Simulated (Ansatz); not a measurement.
C₂H₄O₂Si (`O=C1C[SiH]1O`). Total charge 0; spin multiplicity 1.

```xyz
9

O     0.147    1.051   -2.082
C     0.183    0.785   -0.915
C     1.150    0.040   -0.046
Si   -0.629    0.087    0.612
O    -1.710   -1.137    0.579
H     1.654    0.704    0.667
H     1.830   -0.689   -0.483
H    -0.768    0.759    1.919
H    -1.858   -1.598   -0.249
```

Give the diagnostics of a CCSD(T)/def2-TZVPP run (frozen core, the Gaussian-basis code of Ansatz). (Estimate.)

The calculation gave: T1 = 0.0158, largest single amplitude 0.023, largest double 0.038, (T) share of the correlation energy 4.3 %, 11 CCSD cycles. The RHF solution is stable towards an unrestricted one. T1 lies under the customary mark of 0.02 for closed shells.
